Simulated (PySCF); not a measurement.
A run for PySCF: R-MP2/6-31G* on HBr (SMILES Br) with ghost functions, monomers drawn apart or pushed together.

```python
from pyscf import gto, scf, dft, mp
from pyscf.data.elements import chemcore

mol = gto.M(
    atom='''
    Br   -1.20181165   -0.24406528    4.45943206
    H    -0.89081046   -0.22931726    3.05412690
    ghost-As   -0.24589795   -0.19971429    0.14388447
    ghost-H   -0.93105301    0.73324079   -0.84218941
    ghost-H   -0.41634523   -1.41915382   -0.74823450
    ghost-H    1.14502960    0.10943673   -0.38686969
    ''',
    basis='6-31g*',
    cart=True,
    charge=0, spin=0, verbose=3, max_memory=1800)
mf = scf.RHF(mol)
mf.conv_tol = 1e-8
mf.max_cycle = 100
mf.kernel()
if not mf.converged:
    mf = mf.newton().run(mf.mo_coeff, mf.mo_occ)
pt = mp.MP2(mf, frozen=chemcore(mol)).run()
```

Program output:

```
converged SCF energy = -2572.68413772642
E(RMP2) = -2572.94917716655  E_corr = -0.26503944012303
E(SCS-RMP2) = -2572.92966983246  E_corr = -0.245532106037322
```

The calculation finished and met its thresholds.

Cost: about 1.1 core-seconds (a rough figure).
